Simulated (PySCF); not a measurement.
## Si²⁺ (silicon, charge +2) across methods

[Ne] 3s2, closed-shell 1S. Calculation: PySCF 2.14, in aug-cc-pV(T+d)Z with one added diffuse shell each of s, p, d, f type (7s6p5d3f, 71 functions); the non-relativistic Hamiltonian (point nucleus). The B2PLYP total includes its PT2 part (frozen core); its orbital energies are those of the SCF part.

```json
{"method": "PBE", "E (hartree)": "-288.3233", "mean ε 2s (eV)": "-160.25", "mean ε 2p (eV)": "-117.08", "mean ε 3s (eV)": "-28.470", "Σ⟨r²⟩ (bohr²)": "11.75", "⟨S²⟩": "0.000"}
{"method": "B2PLYP", "E (hartree)": "-288.3680", "mean ε 2s (eV)": "-175.69", "mean ε 2p (eV)": "-128.04", "mean ε 3s (eV)": "-30.630", "Σ⟨r²⟩ (bohr²)": "11.83", "⟨S²⟩": "0.000"}
{"method": "M06-L", "E (hartree)": "-288.4699", "mean ε 2s (eV)": "-165.09", "mean ε 2p (eV)": "-119.16", "mean ε 3s (eV)": "-28.547", "Σ⟨r²⟩ (bohr²)": "11.61", "⟨S²⟩": "0.000"}
{"method": "UHF", "E (hartree)": "-287.99432", "mean ε 2s (eV)": "-189.02", "mean ε 2p (eV)": "-137.17", "mean ε 3s (eV)": "-32.163", "Σ⟨r²⟩ (bohr²)": "11.95", "⟨S²⟩": "0.000"}
{"method": "r2SCAN0", "E (hartree)": "-288.4338", "mean ε 2s (eV)": "-170.57", "mean ε 2p (eV)": "-123.89", "mean ε 3s (eV)": "-29.732", "Σ⟨r²⟩ (bohr²)": "11.82", "⟨S²⟩": "0.000"}
{"method": "PBE0", "E (hartree)": "-288.3489", "mean ε 2s (eV)": "-167.77", "mean ε 2p (eV)": "-122.40", "mean ε 3s (eV)": "-29.626", "Σ⟨r²⟩ (bohr²)": "11.77", "⟨S²⟩": "0.000"}
{"method": "revPBE", "E (hartree)": "-288.4163", "mean ε 2s (eV)": "-160.35", "mean ε 2p (eV)": "-117.02", "mean ε 3s (eV)": "-28.415", "Σ⟨r²⟩ (bohr²)": "11.78", "⟨S²⟩": "0.000"}
{"method": "LDA", "E (hartree)": "-287.3081", "mean ε 2s (eV)": "-159.50", "mean ε 2p (eV)": "-117.15", "mean ε 3s (eV)": "-28.596", "Σ⟨r²⟩ (bohr²)": "11.72", "⟨S²⟩": "0.000"}
{"method": "r2SCAN", "E (hartree)": "-288.4339", "mean ε 2s (eV)": "-164.24", "mean ε 2p (eV)": "-119.15", "mean ε 3s (eV)": "-28.646", "Σ⟨r²⟩ (bohr²)": "11.82", "⟨S²⟩": "0.000"}
```
